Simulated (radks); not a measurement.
Q: Valence configurations of the lead ion Pb3+ (all share [Xe]). All-electron calculation, Dirac Kohn-Sham, PBE, spin-unpolarised, spherical densities, point nucleus; open shells fill j = l - 1/2 first. Program: a radial shooting solver on a logarithmic mesh with Libxc functionals. Order these by energy: 4f14 5d9.5 6s1.5; 4f14 5d9 6s2; 4f13 5d10 6s1 6p1; 4f14 5d10 6s1; 4f14 5d9 6s1 6p1; 4f14 5d10 6p1; 4f14 5d8 6s2 6p1; 4f13 5d10 6s2; 4f12 5d10 6s1 6p2; 4f13 5d10 6p2.

A: From the lowest, in eV above it: 4f14 5d10 6s1 0.000; 4f14 5d9.5 6s1.5 5.639; 4f14 5d10 6p1 9.391; 4f14 5d9 6s2 11.684; 4f14 5d9 6s1 6p1 21.434; 4f14 5d8 6s2 6p1 35.119; 4f13 5d10 6s2 129.56; 4f13 5d10 6s1 6p1 139.45; 4f13 5d10 6p2 149.44; 4f12 5d10 6s1 6p2 296.57. NIST lists [Xe] 4f14 5d10 6s1 as the ground configuration; this level of theory agrees among the configurations tried. The energies are those of spherical spin-averaged densities, not of single terms.
